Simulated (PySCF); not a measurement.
## Working out the excitation energy of Ga

Ga [Ar] 3d10 4s2 4p1 (2P) → Ga [Ar] 3d10 4s2 4d1 (2D). Computed with PySCF 2.14 in aug-cc-pVDZ-PP with ECP10MDF (5s4p3d, 32 functions), with scalar relativity through the core potential. Frozen: 3s2 3p6 3d10. Energies in hartree (1 hartree = 27.21139 eV):

```csv
part,Ga (lower),Ga (upper)
UHF,-258.291230,-258.107941
MP2 opposite-spin,-0.026644,-0.026562
MP2 same-spin,-0.002253,-0.001247
```

What does Hartree-Fock give?

(-258.107941) − (-258.291230) = 0.183289 hartree = 4.988 eV.

What do MP2 and SCS-MP2 (6/5 opposite-spin, 1/3 same-spin) give?

The opposite-spin parts differ by 0.002 eV and the same-spin parts by 0.027 eV. MP2: 4.988 + (0.002) + (0.027) = 5.017 eV. SCS-MP2: 4.988 + 1.2 × (0.002) + (0.027)/3 = 4.999 eV.

Measured between the centres of the two terms (NIST): 4.245 eV, so MP2 (valence) is off by 0.772 eV.

A double-zeta basis recovers only part of the correlation energy.

What remains against the reference includes basis incompleteness, the frozen core and correlation beyond second order.
